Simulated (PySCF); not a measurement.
In(H)(Me)(NH2) (CH6InN), SMILES [CH3][InH][NH2]. Atoms are numbered in the order given.

```xyz
9

In     0.2908     0.0295     0.0000
H      1.9855     0.3840     0.0000
C     -0.7627    -1.8732     0.0000
H     -0.4885    -2.4563     0.8919
H     -1.8490    -1.7041     0.0000
H     -0.4885    -2.4563    -0.8919
N     -0.9055     1.6772     0.0000
H     -1.9207     1.6503     0.0000
H     -0.5707     2.6358     0.0000
```

Geometry optimised at B3LYP-D3(BJ)/def2-SVP. The def2 effective core potentials stand for the cores of In; spin–orbit coupling is left out. Other conformers were not sampled.

Computed with PySCF with ωB97X/def2-TZVPD.

The molecule is in vacuum.

Task: Estimate the frontier levels, gap, dipole moment and polarisability. (Estimate from the structure and the level; the computed values follow.)

Result: 
```yaml
highest_occupied_level: -9.21 eV
lowest_empty_level: 0.85 eV
orbital_gap: 10.06 eV
dipole_moment: 0.57 D
quadrupole, principal values (traceless, Buckingham form, about the centre of nuclear charge): -2.22, 0.65, 1.57 D·Å
mean_static_polarisability: 62.6 bohr³ (9.28 Å³)
polarisability_principal_values: 50.5, 64.1, 73.3 bohr³
```
